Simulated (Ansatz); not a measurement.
Level of theory: frozen-core CCSD(T)/cc-pVQZ // PBE0-D3(BJ)/def2-TZVP (Ansatz, a first-principles code).

Ansatz 0.2 input:
```yaml
crystal:
  periodic: [false, false, false]
  atoms:
    - { symbol: F, position_ang: [-1.378308, -0.890803, 0.567061] }
    - { symbol: Ga, position_ang: [-0.000501, 0.102663, 0.188144] }
    - { symbol: F, position_ang: [1.386822, -0.850128, -0.255068] }
    - { symbol: H, position_ang: [-0.008011, 1.63827, 0.238818] }
basis:
  gaussian: { orbitals: cc-pVQZ }
correlation:
  method: ccsd_t
```

Output:

```
Functional definition: HF
1287 factors; integrals over basis functions are off by at most 9.7e-4 eV
mean field evaluation 1: about -57764.4624 eV, gradient 4.4e1 eV
mean field evaluation 2: about -57764.4953 eV, gradient 4.4e1 eV
mean field evaluation 4: about -57767.8654 eV, gradient 2.2e0 eV
mean field evaluation 8: about -57767.8936 eV, gradient 2.6e-1 eV
mean field evaluation 16: about -57766.3948 eV, gradient 3.5e1 eV
mean field -57767.89374330 eV, -2122.9309385814 hartree, gradient 2.3e-6 eV, S^2 0.000000; 0 other end points of the search recorded, 0 dependent functions left out
11 core orbitals not correlated
reference -57767.89374330 eV, -2122.9309385814 hartree; 14, 14 occupied and 183, 183 virtual orbitals, 1287 factors
second order -21.40228346 eV of doubles, -0.00000000 eV of singles
cycle   1  -20.48370621 eV  change    9.2e-1 eV  update   1.2e-1
cycle   2  -21.05283043 eV  change   -5.7e-1 eV  update   3.7e-2
cycle   3  -21.16567473 eV  change   -1.1e-1 eV  update   1.8e-2
cycle   4  -21.14707819 eV  change    1.9e-2 eV  update   4.6e-3
cycle   5  -21.14216670 eV  change    4.9e-3 eV  update   1.8e-3
cycle   6  -21.14371473 eV  change   -1.5e-3 eV  update   5.7e-4
cycle   7  -21.14369572 eV  change    1.9e-5 eV  update   1.9e-4
cycle   8  -21.14354442 eV  change    1.5e-4 eV  update   6.3e-5
cycle   9  -21.14355647 eV  change   -1.2e-5 eV  update   2.2e-5
perturbative correction -0.76414869 eV, -0.0280819465 hartree
Total energy: -57789.80144846 eV, -2123.7360318967 hartree
```

Cost: roughly 2.6 core-minutes.
